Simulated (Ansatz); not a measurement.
CH6F2OSSi2, SMILES `CO[SiH2]S[SiH](F)F`. The species carries charge 0 and has multiplicity 1. All single points use the PBE0-D4/def2-TZVP geometry. It is one conformer, not always the lowest.

```xyz
13

C    -0.608   -0.985    1.574
O     0.439   -0.700    0.669
Si    0.482   -1.147   -0.905
S     1.193    0.534   -2.022
Si    0.343    1.997   -0.764
F    -1.181    1.669   -0.452
F     0.368    3.356   -1.580
H    -1.576   -1.037    1.067
H    -0.645   -0.186    2.315
H    -0.421   -1.933    2.086
H     1.449   -2.241   -1.161
H    -0.882   -1.545   -1.336
H     1.039    2.218    0.509
```

**Question.** What is the dipole moment at B3LYP/def2-TZVPP? (Estimate.)

**Answer.** Ansatz gave: 2.76 D, with components (-0.39, -2.10, 1.74) D in this frame, pointing from negative to positive charge.

**Question.** And with PBE, r2SCAN, ωB97M-V? (Best estimate.)

**Answer.** Computed: PBE 2.63 D, r2SCAN 2.72 D, ωB97M-V 2.75 D.

**Question.** Give the Mulliken charges with B3LYP, ωB97M-V, PBE in def2-TZVPP. (Best estimate.)

**Answer.** The calculation gave: 
| atom | B3LYP | ωB97M-V | PBE |
| --- | --- | --- | --- |
| C1 | -0.12 | -0.18 | -0.13 |
| O2 | -0.39 | -0.38 | -0.31 |
| Si3 | 0.51 | 0.39 | 0.42 |
| S4 | -0.31 | -0.27 | -0.27 |
| Si5 | 0.80 | 0.71 | 0.69 |
| F6 | -0.30 | -0.29 | -0.26 |
| F7 | -0.31 | -0.30 | -0.26 |
| H8 | 0.11 | 0.13 | 0.10 |
| H9 | 0.11 | 0.13 | 0.11 |
| H10 | 0.11 | 0.13 | 0.11 |
| H11 | -0.07 | -0.02 | -0.06 |
| H12 | -0.07 | -0.02 | -0.06 |
| H13 | -0.07 | -0.03 | -0.07 |

B3LYP here is the variant with VWN-RPA as its local correlation; programs differ in this.
